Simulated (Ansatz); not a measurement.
Frontier orbitals of CH5AlFGaO, SMILES `[OH][Al]([GaH2])[CH2]F`.

Cartesian coordinates in Å:
```
O -1.628 -1.026 -1.180
Al -0.383 -0.243 -0.326
Ga 1.480 0.850 -1.604
C -0.408 -0.197 1.664
F 0.739 0.511 2.071
H -2.381 -1.471 -0.795
H 1.419 2.359 -2.064
H 2.805 0.085 -1.992
H -1.278 0.317 2.089
H -0.367 -1.186 2.137
```

The species carries charge 0 and has multiplicity 1. Correlated methods include outer-core shells of Ga, which these sets cover unevenly. Scalar relativity is left out up to krypton. The geometry is a stationary point of PBE0-D4/def2-TZVP. It is one conformer, not always the lowest. Basis def2-TZVPP, the Gaussian-basis code of Ansatz.

Orbital energies of one run (eV). Highest occupied ones, from the top: -5.70, -6.93, -7.01, -7.63, -7.94, -8.23, -10.38, -10.87, -11.31, -11.61, -12.43, -16.46, -19.44, -19.52. Empty: -2.74, -1.67, -0.88, -0.17, 0.88, 1.30.

(1) Which functional gave them?
A. ωB97M-V
B. B97M-V
C. LC-ωPBE
D. BLYP

Answers

(1) D. HOMO energies: BLYP -5.70, ωB97M-V -8.94, LC-ωPBE -9.47, B97M-V -6.13 eV.

LC-ωPBE has ω = 0.4 bohr⁻¹.
